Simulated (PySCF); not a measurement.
**Correlation energy of Pt+ (platinum, charge +1)**

[Xe] 4f14 5d8 6p1, one real determinant (an excited configuration). Computed with PySCF 2.14 in ANO-RCC-VTZP, with scalar relativity by spin-free X2C-1e. Frozen: [Kr] 4d10 4f14; 17 electrons correlated.

MP2 pair energies summed by pair of shells (mhartree):

| pair | energy | share (%) |
| --- | --- | --- |
| 5d-5d | -185.97 | 41.4 |
| 5p-5d | -143.48 | 31.9 |
| 5p-5p | -43.42 | 9.7 |
| 5d-6p | -28.05 | 6.2 |
| 5s-5d | -20.77 | 4.6 |
| 5s-5p | -19.86 | 4.4 |
| 5p-6p | -4.52 | 1.0 |
| 5s-5s | -2.95 | 0.7 |
| 5s-6p | -0.27 | 0.1 |

Total MP2 correlation energy: -449.30 mhartree.

Same-spin part -150.46 and opposite-spin part -298.84 mhartree; SCS-MP2 scales them by 1/3 and 6/5 to -408.76 mhartree.

The basis was made for the ground configuration and has no added diffuse functions, which can raise the energy of the promoted electron.

The reference is one real determinant that mixes LS terms of this configuration.
